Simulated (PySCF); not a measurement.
Identify the unknown among the candidates.

All candidates are C7H6O2.

| technique | computed result |
| --- | --- |
| Rotational structure | rotational constants A, B, C: 3.260, 1.504, 1.029 GHz [GFN2-xTB] |
| Dipole | 3.03 D [PBE0/pcSseg-1] |
| 1H NMR | chemical shifts (computed TMS as zero) by class: 12.15 (1 H), 10.03 (1 H), 7.80 (1 H), 7.61 (1 H), 7.28 (1 H), 7.16 (1 H) ppm [GIAO PBE0/pcSseg-1] |
| NMR, other nuclei | isotropic shieldings of nuclei other than C and H, by class: -234 (1 O), 195 (1 O) ppm [GIAO PBE0/pcSseg-1] |
| 13C NMR | chemical shifts (computed TMS as zero) by class: 201.9 (1 C), 171.9 (1 C), 143.0 (1 C), 139.8 (1 C), 123.7 (1 C), 123.6 (1 C), 123.2 (1 C) ppm [GIAO PBE0/pcSseg-1] |

Gas-phase values; electronic properties from PySCF, density fitting. Levels stand in brackets. Isolated species at its GFN2-xTB geometry (one conformer only). Each NMR value is the plain mean over a class of atoms that symmetry, rotation or inversion makes alike.

**Question.** Which candidate is it?
A. `CC=C=C=C1COC1=O`
B. `C#Cc1c(OCC)c1=O`
C. `O=Cc1ccccc1O`
D. `CC#C[C@@H]1C=COC1=O`
E. `C#C[C@]1(C)C=C1OC=O`

**Answer.** C. It is `O=Cc1ccccc1O`. Numbering: `[O:1]=[CH:2][c:3]1[cH:4][cH:5][cH:6][cH:7][c:8]1[OH:9]`. Its formula, C7H6O2, gives 5 degrees of unsaturation: 1 ring and 4 π bonds in the structure found (Kekulé form). 7 carbons fall into 7 classes; from least to most shielded: aldehyde carbon [C2] (201.9 ppm), aromatic carbon bearing oxygen [C8] (171.9 ppm), aromatic CH carbon [C6] (143.0 ppm), aromatic CH carbon [C4] (139.8 ppm), aromatic CH carbon [C7] (123.7 ppm), substituted aromatic carbon [C3] (123.6 ppm), aromatic CH carbon [C5] (123.2 ppm). Hydrogen classes from least to most shielded: 1 H on a phenol-type oxygen, O9 (12.15 ppm), 1 H on an aldehyde carbon, C2 (10.03 ppm), 1 H on an aromatic CH carbon, C6 (7.80 ppm), 1 H on an aromatic CH carbon, C4 (7.61 ppm), 1 H on an aromatic CH carbon, C7 (7.28 ppm), 1 H on an aromatic CH carbon, C5 (7.16 ppm). The other shieldings belong to: -234 ppm, aldehyde oxygen [O1]; 195 ppm, phenol-type oxygen [O9]. The optimised geometry has point group Cs and is an asymmetric top.

The others, at the same levels:
- `C#C[C@]1(C)C=C1OC=O` fails: its computed 13C shifts are 162.1 (1 C), 145.6 (1 C), 97.8 (1 C), 93.3 (1 C), 71.1 (1 C), 29.2 (1 C), 23.0 (1 C) ppm, 1H shifts are 8.25 (1 H), 6.19 (1 H), 1.61 (3 H), 1.37 (1 H) ppm and smallest rotational constant is 0.882 GHz (against 1.029 GHz).
- `CC=C=C=C1COC1=O` fails: its computed 13C shifts are 175.4 (1 C), 174.3 (1 C), 166.4 (1 C), 129.9 (1 C), 120.2 (1 C), 68.9 (1 C), 24.8 (1 C) ppm, 1H shifts are 6.42 (1 H), 4.72 (2 H), 2.33 (3 H) ppm and rotational constant A is 4.335 GHz (against 3.260 GHz).
- `C#Cc1c(OCC)c1=O` fails: its computed 13C shifts are 169.0 (1 C), 141.9 (1 C), 118.3 (1 C), 94.3 (1 C), 71.5 (1 C), 71.2 (1 C), 17.2 (1 C) ppm, 1H shifts are 4.56 (2 H), 3.08 (1 H), 1.52 (3 H) ppm and rotational constant A is 1.887 GHz (against 3.260 GHz).
- `CC#C[C@@H]1C=COC1=O` fails: its computed 13C shifts are 178.4 (1 C), 151.8 (1 C), 117.0 (1 C), 87.0 (1 C), 77.7 (1 C), 38.1 (1 C), 4.6 (1 C) ppm, 1H shifts are 6.90 (1 H), 5.61 (1 H), 3.92 (1 H), 2.04 (3 H) ppm and smallest rotational constant is 0.877 GHz (against 1.029 GHz).

Each candidate is one conformer, not necessarily the lowest. Dipoles, sizes and rotational constants follow the conformer. The torsions of the flexible species, by atom-mapped SMILES:
- `[O:1]=[CH:2][c:3]1[cH:4][cH:5][cH:6][cH:7][c:8]1[OH:9]`: O1–C2–C3–C4 180°, H–O9–C8–C7 180°
- `[CH:1]#[C:2][C@:3]1([CH3:4])[CH:5]=[C:6]1[O:7][CH:8]=[O:9]`: C5–C6–O7–C8 0°, C6–O7–C8–O9 1°
- `[CH:1]#[C:2][c:3]1[c:4]([O:5][CH2:6][CH3:7])[c:8]1=[O:9]`: C3–C4–O5–C6 3°, C4–O5–C6–C7 75°
